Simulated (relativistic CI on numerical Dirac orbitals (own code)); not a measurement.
## What each ingredient does to the levels of Nb37+

Base calculation: Dirac-Coulomb-Breit CI, KLI orbitals optimised for each configuration, model QED (radiative potential, 1s self-energy scaled to tabulated hydrogen-like ionisation energies), unscaled Slater integrals.

Configurations in the expansion (outside the closed core 1s2): 2s2, 2s.2p, 2p2, 2p.3s, 2p.3p, 2s.3s, 2s.3p, 2s.3d, 2s.4s, 2s.4p, 2s.4d, 2s.4f, 2s.5s, 3s2, 2s.5p, 2s.5d, 2s.5f, 2s.5g, 3s.3p, 3p2. Levels of other configurations are missing.

The lowest level and the first level of each name with at least 55 % of one term (blank where a level has no safe partner in the second run):

| Level | Base (eV) | Shift (eV) |
| --- | --- | --- |
| 2s2 1S_0 | 0.00 | 0.00 |
| 2s.2p 3P°_0 | 73.20 | -2.54 |
| 2s.2p 3P°_1 | 87.44 | -1.78 |
| 2s.2p 3P°_2 | 183.75 | +0.57 |
| 2p2 3P_0 | 210.94 | -4.93 |
| 2s.2p 1P°_1 | 234.72 | +0.08 |
| 2p2 3P_1 | 302.30 | -2.58 |
| 2p2 1D_2 | 314.46 | -1.21 |
| 2p2 3P_2 | 420.57 | +0.58 |
| 2p2 1S_0 | 459.46 | -1.18 |
| 2s.3s 3S_1 | 2969.23 | +2.02 |
| 2s.3s 1S_0 | 2984.23 | +1.81 |
| 2s.3p 3P°_0 | 3005.45 | +1.03 |
| 2s.3p 3P°_1 | 3006.10 | +1.38 |

At this charge energies of transitions that change n are usually good to better than 1 %, and those within a shell (Δn = 0) to a few per cent.

(1) One thing was changed in a second run, which moved the levels as shown. Which?
A. QED terms removed
B. configuration mixing switched off
C. valence Slater integrals scaled by 0.9
D. Breit term removed

## Answers

(1) D. Breit term removed. The Breit term mainly narrows fine-structure intervals, so removing it widens them.

LS names give the leading component of a level, which can be under half, so a name can repeat, a term be missing and a line seem to break the LS rules.
